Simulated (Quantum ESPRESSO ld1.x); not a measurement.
Q: Isoelectronic series with 11 electrons, all held in the configuration [Ne] 3s1, which need not be the ground one along the series. Method: scalar-relativistic Kohn-Sham, LDA (Slater exchange, VWN5 correlation), spin-polarised, spherical densities, point nucleus; open shells are filled with parallel spins first; computed with ld1.x of Quantum ESPRESSO 7.5. Total energies (hartree) and mean radii <r> (bohr):

ion    E (hartree)   3s up  2p down
Si3+     -286.7123   1.833   0.5339
Cl6+     -449.2988   1.265   0.4017
Ca9+     -649.5668  0.9748   0.3224
V12+     -887.7664  0.7949   0.2693
Fe15+   -1164.2143  0.6716   0.2312
Cu18+   -1479.2862  0.5813   0.2025
Ge21+   -1833.4175  0.5123   0.1800
Br24+   -2227.1047  0.4577   0.1620
Sr27+   -2660.9087  0.4133   0.1472
Nb30+   -3135.4585  0.3765   0.1348
Ru33+   -3651.4562  0.3455   0.1242
Ag36+   -4209.6821  0.3189   0.1151
Sn39+   -4811.0017  0.2959   0.1072
I42+    -5456.3734  0.2757   0.1003
Ba45+    -6146.857  0.2579  0.09416
Sm51+    -7667.974  0.2278  0.08375
Tb54+    -8501.341  0.2149  0.07929
Er57+    -9385.320  0.2032  0.07524
Lu60+   -10321.682  0.1925  0.07155
W63+    -11312.402  0.1827  0.06816

Estimate the row of Pr48+.

A: E (hartree) -6883.625; 3s up 0.2420; 2p down 0.08867.
